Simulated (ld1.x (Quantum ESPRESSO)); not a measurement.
## Building the PAW potential for fluorine (PBE, non-relativistic).

The input file (ld1.x (Quantum ESPRESSO) 7.5):

```
&input
   title='F', zed=9., rel=0, dft='PBE', iswitch=3,
   config='[He] 2s2 2p5 3d-2',
   nld=3, rlderiv=1.25, eminld=-4.0, emaxld=5.0, deld=0.02
 /
 &inputp
   pseudotype=3, lpaw=.true., tm=.true., lloc=-1, rcloc=0.65,
   nlcc=.true., new_core_ps=.true.,
   which_augfun='PSQ', rmatch_augfun_nc=.true.,
   file_pseudopw='F.UPF', file_wfcaegen='ae.wfc', file_wfcncgen='nc.wfc', file_beta='beta', file_chi='chi', file_wfcusgen='us.wfc'
 /
6
2S  1  0   2.00   0.00  0.65  0.75  0.0
2S  1  0   0.00  -1.70  0.65  0.75  0.0
2P  2  1   5.00   0.00  0.90  1.10  0.0
2P  2  1   0.00   1.45  0.90  1.10  0.0
3D  3  2  -2.00   0.40  0.90  1.15  0.0
3D  3  2  -2.00   2.00  0.90  1.15  0.0
 &test
   configts(1)='2s2 2p5'
 /
```

Command:

```bash
ld1.x < F.in > F.out
```

Output (shortened: banner, matrices, multipoles, cross overlaps and the repeated all-electron block are left out):

```
Program LD1 v.7.5
     --------------------------- All-electron run ----------------------------

     F

     atomic number is  9.00
     dft =PBE   lsd =0 sic =0 latt =0  beta=0.20 tr2=1.0E-14
     Exchange-correlation= PBE
                           (   1   4   3   4   0   0   0)
     mesh =1105 r(mesh) =  99.76081 a.u. xmin = -7.00 dx = 0.01250
     1 Ry =  13.60569312 eV

     n l     nl                  e(Ry)          e(Ha)          e(eV)
     1 0     1S 1( 2.00)       -48.7034       -24.3517      -662.6437
     2 0     2S 1( 2.00)        -2.1917        -1.0959       -29.8198
     2 1     2P 1( 5.00)        -0.8174        -0.4087       -11.1215

     final scf error:  8.6E-16 reached in  35 iterations

     Etot =    -199.302160 Ry,     -99.651080 Ha,   -2711.644032 eV

     Ekin =     198.789712 Ry,      99.394856 Ha,    2704.671813 eV
     Encl =    -476.948693 Ry,    -238.474346 Ha,   -6489.217549 eV
     Eh   =      99.262090 Ry,      49.631045 Ha,    1350.529533 eV
     Exc  =     -20.405269 Ry,     -10.202635 Ha,    -277.627828 eV

     normalization and overlap integrals

     s(1S/1S) =  1.000000  <r> =   0.1765  <r2> =    0.0421  r(max) =   0.1139
     s(2S/2S) =  1.000000  <r> =   1.0049  <r2> =    1.2317  r(max) =   0.7617
     s(2P/2P) =  1.000000  <r> =   1.1050  <r2> =    1.6382  r(max) =   0.7066

     ------------------------ End of All-electron run ------------------------

     --------------------- Generating PAW atomic setup --------------------

      Generating local potential from pseudized AE potential:
      Matching radius rcloc =   0.6500

      Local pseudo, rcloc= 0.656 Estimated cut-off energy=    55.98 Ry

      Computing core charge for nlcc:

       r > 0.28 : true rho core
      Core charge pseudized with two Bessel functions
      Integrated core pseudo-charge :   1.45
      Wfc-us  2S rcutus= 0.743  Estimated cut-off energy=    79.94 Ry
      Wfc-us  2S rcutus= 0.743  Estimated cut-off energy=    80.75 Ry
      Wfc-us  2P rcutus= 1.108  Estimated cut-off energy=    63.16 Ry
      Wfc-us  2P rcutus= 1.108  Estimated cut-off energy=    77.35 Ry
      Wfc-us  3D rcutus= 1.136  Estimated cut-off energy=    78.79 Ry
      Wfc-us  3D rcutus= 1.136  Estimated cut-off energy=    80.25 Ry

     Required augmentation: PSQ   radius:    1.150000

     Q pseudized with Bessel functions
     Expected ecutrho=     533.4517 due to l1=  1   l2=  2

     Estimated PAW energy =  -59.031342 Ryd

     ------------------- End of pseudopotential generation -------------------

     Computing logarithmic derivative in   1.24800
     Computing logarithmic derivative in   1.24800
     Computing the partial wave expansion
     R is outside the sphere for l=    0 j= 0.00
     R is outside the sphere for l=    0 j= 0.00
     R is outside the sphere for l=    1 j= 0.00
     R is outside the sphere for l=    1 j= 0.00
     R is outside the sphere for l=    2 j= 0.00
     R is outside the sphere for l=    2 j= 0.00

     ---------------------- Testing the pseudopotential ----------------------

     F

     atomic number is  9.00   valence charge is  7.00
     dft = SLA  PW   PBX  PBC   lsd =0 sic =0 latt =0  beta=0.20 tr2=1.0E-14
     mesh =1105 r(mesh) =  99.76081 xmin = -7.00 dx = 0.01250

     n l     nl             e AE (Ry)        e PS (Ry)    De AE-PS (Ry)
     1 0     2S   1( 2.00)       -2.19171       -2.19171        0.00000
     2 1     2P   1( 5.00)       -0.81742       -0.81742        0.00000

     eps = 5.7E-15  iter =  1

     Etot =    -199.302160 Ry,     -99.651080 Ha,   -2711.644032 eV
     Etotps =   -59.031342 Ry,     -29.515671 Ha,    -803.162326 eV

     Ekin =      50.319810 Ry,      25.159905 Ha,     684.635887 eV
     Encl =    -131.379829 Ry,     -65.689914 Ha,   -1787.513632 eV
     Ehrt =      42.433946 Ry,      21.216973 Ha,     577.343248 eV
     Ecxc =     -20.405269 Ry,     -10.202635 Ha,    -277.627829 eV
     (Ecc =      -5.700012 Ry,      -2.850006 Ha,     -77.552608 eV)

     ---------------------- End of pseudopotential test ----------------------
```

The ghost test of this file was not conclusive. Its overlap operator is not positive definite in a basis up to 400 Ry (lowest eigenvalue d -22.95), so the file is unfit for use: the generalised eigenproblem breaks down once the basis is large enough, and its test numbers describe a broken file.

Generation and configuration tests took about 5.8 s on one core of a shared server CPU.

Transferability test of the new file with ld1.x, input:

```
&input
   title='F', zed=9., rel=0, dft='PBE', iswitch=2,
   config='[He] 2s2 2p5 3d-2'
 /
 &test
   file_pseudo='F.UPF', nconf=8,
   configts(1)='2s2 2p5',
   configts(2)='2s2 2p4',
   configts(3)='2s2 2p3',
   configts(4)='2s2 2p2',
   configts(5)='2s2 2p1',
   configts(6)='2s2 2p4.5',
   configts(7)='2s1 2p5',
   configts(8)='2s1 2p6'
 /
```

```bash
ld1.x < F.test.in > F.test.out
```

Pseudopotential blocks of its output, shortened (energy terms left out):

```
     ---------------------- Testing the pseudopotential ----------------------

     n l     nl             e AE (Ry)        e PS (Ry)    De AE-PS (Ry)
     1 0     2S   1( 2.00)       -2.19171       -2.19171        0.00000
     2 1     2P   1( 5.00)       -0.81742       -0.81742        0.00000

     eps = 5.7E-15  iter =  1

     Etot =    -199.302160 Ry,     -99.651080 Ha,   -2711.644032 eV
     Etotps =   -59.031342 Ry,     -29.515671 Ha,    -803.162326 eV

     ---------------------- End of pseudopotential test ----------------------

          ---------------------- Testing the pseudopotential ----------------------

     n l     nl             e AE (Ry)        e PS (Ry)    De AE-PS (Ry)
     1 0     2S   1( 2.00)       -3.47653       -3.47653       -0.00001
     2 1     2P   1( 4.00)       -2.08137       -2.08131       -0.00006

     eps = 9.3E-15  iter =  9

     Etot =    -197.876168 Ry,     -98.938084 Ha,   -2692.242419 eV
     Etotps =   -57.605368 Ry,     -28.802684 Ha,    -783.760956 eV
     dEtot_ae =       1.425992 Ry
     dEtot_ps =       1.425974 Ry,   Delta E=       0.000018 Ry

     ---------------------- End of pseudopotential test ----------------------

          ---------------------- Testing the pseudopotential ----------------------

     n l     nl             e AE (Ry)        e PS (Ry)    De AE-PS (Ry)
     1 0     2S   1( 2.00)       -4.99000       -4.99002        0.00002
     2 1     2P   1( 3.00)       -3.60211       -3.60195       -0.00016

     eps = 2.8E-15  iter =  6

     Etot =    -195.054202 Ry,     -97.527101 Ha,   -2653.847612 eV
     Etotps =   -54.783500 Ry,     -27.391750 Ha,    -745.367492 eV
     dEtot_ae =       4.247959 Ry
     dEtot_ps =       4.247842 Ry,   Delta E=       0.000117 Ry

     ---------------------- End of pseudopotential test ----------------------

          ---------------------- Testing the pseudopotential ----------------------

     n l     nl             e AE (Ry)        e PS (Ry)    De AE-PS (Ry)
     1 0     2S   1( 2.00)       -6.69508       -6.69535        0.00026
     2 1     2P   1( 2.00)       -5.34772       -5.34762       -0.00011

     eps = 2.3E-15  iter =  9

     Etot =    -190.597057 Ry,     -95.298529 Ha,   -2593.205069 eV
     Etotps =   -50.326499 Ry,     -25.163249 Ha,    -684.726895 eV
     dEtot_ae =       8.705103 Ry
     dEtot_ps =       8.704844 Ry,   Delta E=       0.000260 Ry

     ---------------------- End of pseudopotential test ----------------------

          ---------------------- Testing the pseudopotential ----------------------

     n l     nl             e AE (Ry)        e PS (Ry)    De AE-PS (Ry)
     1 0     2S   1( 2.00)       -8.56755       -8.56858        0.00102
     2 1     2P   1( 1.00)       -7.29651       -7.29679        0.00028

     eps = 6.0E-15  iter =  7

     Etot =    -184.290990 Ry,     -92.145495 Ha,   -2507.406651 eV
     Etotps =   -44.020359 Ry,     -22.010180 Ha,    -598.927500 eV
     dEtot_ae =      15.011171 Ry
     dEtot_ps =      15.010983 Ry,   Delta E=       0.000188 Ry

     ---------------------- End of pseudopotential test ----------------------

          ---------------------- Testing the pseudopotential ----------------------

     n l     nl             e AE (Ry)        e PS (Ry)    De AE-PS (Ry)
     1 0     2S   1( 2.00)       -2.80207       -2.80207       -0.00000
     2 1     2P   1( 4.50)       -1.41432       -1.41430       -0.00002

     eps = 5.8E-15  iter =  6

     Etot =    -198.747331 Ry,     -99.373666 Ha,   -2704.095197 eV
     Etotps =   -58.476515 Ry,     -29.238257 Ha,    -795.613515 eV
     dEtot_ae =       0.554829 Ry
     dEtot_ps =       0.554827 Ry,   Delta E=       0.000002 Ry

     ---------------------- End of pseudopotential test ----------------------

          ---------------------- Testing the pseudopotential ----------------------

     n l     nl             e AE (Ry)        e PS (Ry)    De AE-PS (Ry)
     1 0     2S   1( 1.00)       -3.48851       -3.48863        0.00011
     2 1     2P   1( 5.00)       -2.08991       -2.08993        0.00003

     eps = 5.6E-15  iter =  9

     Etot =    -196.479257 Ry,     -98.239628 Ha,   -2673.236473 eV
     Etotps =   -56.208389 Ry,     -28.104194 Ha,    -764.754085 eV
     dEtot_ae =       2.822903 Ry
     dEtot_ps =       2.822954 Ry,   Delta E=      -0.000050 Ry

     ---------------------- End of pseudopotential test ----------------------

          ---------------------- Testing the pseudopotential ----------------------

     n l     nl             e AE (Ry)        e PS (Ry)    De AE-PS (Ry)
     1 0     2S   1( 1.00)       -2.22651       -2.22657        0.00006
     2 1     2P   1( 6.00)       -0.84851       -0.84853        0.00002

     eps = 3.2E-15  iter = 11

     Etot =    -197.925981 Ry,     -98.962990 Ha,   -2692.920157 eV
     Etotps =   -57.655148 Ry,     -28.827574 Ha,    -784.438250 eV
     dEtot_ae =       1.376179 Ry
     dEtot_ps =       1.376194 Ry,   Delta E=      -0.000015 Ry

     ---------------------- End of pseudopotential test ----------------------
```
